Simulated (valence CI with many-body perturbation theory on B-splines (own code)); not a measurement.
Results of a calculation; reference values are marked as such.
**Hyperfine factors and g values of La IX**

Level of theory: valence CI with perturbative core correlation (CI+MBPT): three valence electrons over a frozen Dirac-Fock core [Kr] 4d10, radial functions for each j: 8 s, 8 p, 9 d, 9 f, 6 g, 3 h, 2 i, with the one-electron correlation potential Σ1 (screened to all orders), the two-electron term Σ2, the three-electron term Σ3, Breit, model QED; selected single and double excitations, second order for the rest, scaled by the run's own slope (own B-spline code, finite nucleus).

No measured levels were compared; by estimate levels hold to about 250 cm⁻¹ or 0.2 % of their energy and the worst to 1 %, as in measured heavy ions of charge 2 to 7; those with d or f electrons hold less well. Core correlation moves these levels by up to 33000 cm⁻¹, and in measured spectra 5 to 20 % of such shifts remained as error; rates that hang on mixing are uncertain with them.

A/g_I is the dipole constant over the nuclear g factor μ/I (μ in nuclear magnetons, uniformly magnetised nucleus), B/Q the quadrupole constant per barn. Both hold the static response of the core; the bare values leave it out. Large factors of s and p1/2 electrons are usually good to 5 to 10 %; those of open d and f shells near neutrality can be off by tens of per cent, and small factors of p3/2, d and f electrons come from cancelling terms and can be off by a factor of two or in sign, in half-filled shells by more. B is blank for J = 1/2, where it vanishes, and for nearly pure S terms. Energies count from the lowest level.

Names give the largest LS component (configuration and term), which can be under half, so a name can repeat, a term be missing and a line seem to break the LS rules; names also repeat where a configuration has a term twice. Letters in brackets count levels of one name in rising energy.

```tsv
Level	E (eV)	g	A/g_I (MHz)	A/g_I bare	B/Q (MHz/b)	B/Q bare
5s2.5p 2P°_1/2	0.000	0.665	19400	18000		
5s2.5p 2P°_3/2	3.505	1.334	2880	2480	5680	5050
4f.5s2 2F°_5/2	12.399	0.856	454	485	796	594
4f.5s2 2F°_7/2	12.636	1.142	275	403	935	679
5s.5p2 4P_1/2	15.799	2.584	51400	47100		
5s.5p2 4P_3/2	17.740	1.717	18100	16600	4740	4200
5s.5p2 4P_5/2	19.020	1.512	19200	17600	-2940	-2630
5s.5p2 2D_3/2	21.625	0.850	-4200	-3920	6970	6210
5s.5p2 2D_5/2	22.908	1.288	17000	15700	7750	6910
5s.5p2 2P_1/2	23.770	1.141	7340	6810		
4f.5s.5p 4G_5/2	26.958	0.746	-3230	-2930	-481	-553
4f.5s.5p 4F_7/2 [a]	27.274	1.151	4130	3930	-1760	-1720
5s.5p2 2S_1/2	27.360	1.612	62400	57900		
5s.5p2 2P_3/2	27.535	0.926	-10900	-10100	-3510	-3180
4f.5s.5p 4F_3/2	27.603	0.865	-11200	-10400	-3000	-2730
4f.5s.5p 4F_5/2	27.774	1.008	-4590	-4010	595	445
4f.5s.5p 2F_7/2 [a]	27.819	1.156	9340	8730	-1640	-1580
4f.5s.5p 4F_9/2	27.922	1.253	8550	8000	-4640	-4290
4f.5s.5p 2F_5/2 [a]	28.738	0.879	-794	-657	433	278
4f.5s.5p 2G_7/2 [a]	29.045	1.064	1420	1410	1520	1220
4f.5s.5p 4G_9/2	30.290	1.240	6810	6380	3900	3370
4f.5s.5p 4F_7/2 [b]	30.417	1.200	7300	6800	1530	1310
4f.5s.5p 4G_11/2	30.699	1.273	7230	6750	6440	5530
4f.5s.5p 4D_5/2	30.704	1.192	6630	6130	-1110	-1000
4f.5s.5p 4D_3/2 [a]	30.974	0.906	-2090	-2000	-1020	-936
4f.5s.5p 2G_7/2 [b]	31.179	1.106	5150	4840	1680	1400
4f.5s.5p 4D_1/2	31.344	-0.003	-24800	-22600		
4f.5s.5p 4D_3/2 [b]	31.397	1.002	-88.6	149	573	445
4f.5s.5p 2D_5/2 [a]	31.509	1.213	3120	3000	-141	-220
4f.5s.5p 2G_9/2 [a]	32.235	1.117	7380	6810	5900	5090
5s2.5d 2D_5/2	32.844	1.147	-2200	-2030	1270	1000
4f.5s.5p 2D_3/2 [a]	33.674	0.801	-5900	-5260	1670	1410
4f.5s.5p 2F_5/2 [b]	34.519	0.898	2040	1920	-4620	-4220
4f.5s.5p 2F_7/2 [b]	34.696	1.138	-1250	-1010	-4660	-4290
4f.5s.5p 2G_7/2 [c]	35.357	0.895	-2100	-1940	5040	4360
4f.5s.5p 2G_9/2 [b]	35.445	1.115	-833	-662	6090	5280
4f.5s.5p 2D_3/2 [b]	36.500	0.795	1050	1060	1500	1270
4f.5s.5p 2D_5/2 [b]	36.896	1.198	3740	3660	2270	1910
5p3 4S°_3/2 [a]	39.354	1.390	2110	1760	4220	3740
4f2.5s 4H_7/2	41.362	0.667	-6790	-6280	731	523
```

(1) Take the isotope of mass number 138, with I = 5, μ = 3.7084 μN and Q = 0.39 b. What is the hyperfine structure of 5s.5p2 4P_1/2?

## Answers

(1) From the table A = 38100 MHz. Shifts from the centre of gravity in MHz: F = 9/2: -114000, F = 11/2: 95200.
